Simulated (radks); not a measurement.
The numbers below are computed, except where a source is named.
Fractional charge and spin in the 3p shell of zinc: the spin-up occupation runs from 2 to 3 and the spin-down occupation from 2 to 3; the fullest corner is Zn2+, [Ne] 3s2 3d10 3p(up 3, down 3). Level of theory: non-relativistic Kohn-Sham, r2SCAN, spin-polarised, spherical densities, point nucleus; meta-GGA in the generalised Kohn-Sham scheme (a radial shooting solver on a logarithmic mesh with Libxc functionals). Energy (eV) above the fullest corner. The planes named below are the two flat planes that join the four corners, with an edge along up + down = one added electron.

down \ up,2,2.5,3
2,255.831,182.929,115.816
2.5,182.929,116.351,55.298
3,115.816,55.298,0.000

Corners above the fullest one (they belong to Zn3+ and the next ion): (up 3, down 2) 115.82 eV, (up 2, down 3) 115.82 eV, (up 2, down 2) 255.83 eV. With half an added electron in each spin the energy lies 0.535 eV from the planes, and with half an added electron in spin up alone -2.895 eV. The planes are only a guide here: the flat-plane condition holds for ground states with one frontier orbital, while this shell lies below other occupied shells, so the corners above the fullest one are inner-hole states and not the ground states of those ions.
